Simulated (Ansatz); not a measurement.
Calculated with Ansatz (gas phase, PBE0-D4/def2-TZVP geometries, no zero-point term in ΔE). CCSD(T)/CBS is the MP2 limit (def2-TZVPP, def2-QZVPP) plus CCSD(T) − MP2 in def2-TZVPP, frozen cores. DFT in def2-TZVPP. Elements past krypton have def2 core potentials. For Ge, Sn outer-core shells are correlated without core-valence functions, which leaves a few kJ/mol of doubt a bond. Scalar relativity is left out up to krypton. Each species was taken in one conformer, which may not be the lowest.

Consider the ligand exchange at the Si–C bond: `F[SiH2][CH](F)[SnH3]` + `C[NH][GeH3]` → `C[N]([GeH3])[SiH2]F` + `F[CH2][SnH3]`.

```
             level  ΔE (kcal/mol)
              PBE0          -20.7
SCS-MP2/def2-QZVPP          -23.0
```

(1) What does CCSD(T)/CBS give? (Estimate.)

Largest T1 diagnostic among the species: 0.013.

Results:

(1) The calculation gave: -22.0 kcal/mol. The listed levels differ from it by 1.3, -1.0 kcal/mol.

From PBE to PBE0 (25 % exact exchange), in def2-TZVPP and without D4, ΔE moves by −1.1 kcal/mol.
